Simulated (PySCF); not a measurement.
An EPR job on `C([CH]C)O[SiH2]N` [radical].

Method: UKS B3LYP, pcH-1 on C H N O Si, non-relativistic, mean-field spin-orbit, GIAO (PySCF 2.14.0). Geometry: GFN2-xTB. The input is one job of a driver script: a line of settings, then coordinates in Å.

Command:
```bash
OMP_NUM_THREADS=1 python probes_run.py task.json out
```

Input:
```
{"job": {"kind": "epr", "basis": "pcH-1"}, "charge": 0, "multiplicity": 2}
C      2.929710    -0.210989     0.403509
C      1.645046     0.500188     0.252993
C      0.405066    -0.161838    -0.193469
O     -0.563073    -0.137928     0.839346
Si    -2.156855    -0.390674     0.734388
N     -2.828084     0.638941    -0.481876
H      3.760469     0.408360     0.059032
H      3.132465    -0.444071     1.455900
H      2.927362    -1.146300    -0.152278
H      1.554108     1.492709     0.661113
H     -0.022459     0.352123    -1.069748
H      0.596576    -1.204059    -0.475922
H     -2.516314    -1.731352     0.267784
H     -2.500872    -0.129640     2.128462
H     -2.562191     1.611987    -0.478122
H     -3.808553     0.561488    -0.695041
```

Output:
```
UKS, coarse grid
  cycle   1  E = -539.69238012  |g| = 6.24e-01
  cycle   2  E = -539.45092002  |g| = 1.01e+00
  cycle   3  E = -539.83325325  |g| = 1.08e-01
  cycle   4  E = -539.83657102  |g| = 5.54e-02
  cycle   5  E = -539.83778872  |g| = 1.13e-02
  cycle   6  E = -539.83783805  |g| = 4.48e-03
  cycle   7  E = -539.83784756  |g| = 1.02e-03
  cycle   8  E = -539.83784857  |g| = 2.56e-04
UKS, final grid
  cycle   1  E = -539.83779959  |g| = 2.80e-04
  cycle   2  E = -539.83779955  |g| = 4.24e-04
  cycle   3  E = -539.83779962  |g| = 5.56e-05
  cycle   4  E = -539.83779962  |g| = 1.68e-05
E = -539.83779962 Eh   <S^2> = 0.7538 (exact 0.7500)
g shifts (ppm)      1          2          3
  rmc          -150       -150       -150
  gc              7         32         38
  oz_so         -46        336        581
  total        -188        219        469
hyperfine (MHz)  atom isotope    a_iso     a_fc   dipolar eigenvalues
    0   13C     -31.74     -31.76     -2.68      0.32      2.36
    1   13C      95.74      95.84    -81.46    -80.45    161.91
    2   13C     -20.62     -20.62     -1.98     -0.25      2.23
    3   17O     -64.49     -64.48    -10.88      5.00      5.88
    4  29Si      -6.04      -6.06     -3.11      1.52      1.59
    5   14N       0.63       0.63     -0.17     -0.09      0.27
    6    1H      77.97      77.97     -5.22     -4.43      9.65
    7    1H     153.28     153.28     -5.55     -3.03      8.59
    8    1H      10.95      10.94     -4.82     -4.17      8.99
    9    1H     -60.81     -60.83    -38.02     -1.32     39.34
   10    1H      87.89      87.89     -6.99     -2.60      9.59
   11    1H       7.89       7.89     -5.79     -4.16      9.95
   12    1H       0.50       0.50     -0.83     -0.74      1.57
   13    1H       3.24       3.24     -0.98     -0.72      1.70
   14    1H      -0.07      -0.07     -0.99     -0.72      1.71
   15    1H       0.94       0.94     -0.60     -0.53      1.13
```

rmc, gc and oz_so are the mass-correction, gauge-correction and orbital-Zeeman/spin–orbit parts of the g shift along its three principal axes; a_iso is the isotropic hyperfine coupling and a_fc its Fermi-contact part. Atoms in this output count from 0.

Q: How far is ⟨S²⟩ from the pure-spin value?

A: S = 0.5 gives S(S+1) = 0.75; the run has 0.7538, 0.0038 more.

Q: Get g_iso from the total shifts.

A: Their mean is 167 ppm; added to g_e = 2.002319 it gives 2.00249.

Main results: ⟨S²⟩ 0.754; g_iso 2.0025.

One conformer (not necessarily the lowest) at the GFN2-xTB geometry, without solvent, vibrations or thermal averaging.

Q: How long does this job take on an Arm Neoverse V1 with one thread, on a shared host? And the peak memory of the process?

A: About 59 s (density and orbital grids were written too), with 0.91 GiB resident at the peak, the Python interpreter and its libraries included.
Labels such as C1 count atoms from 1, the log's own numbers from 0.
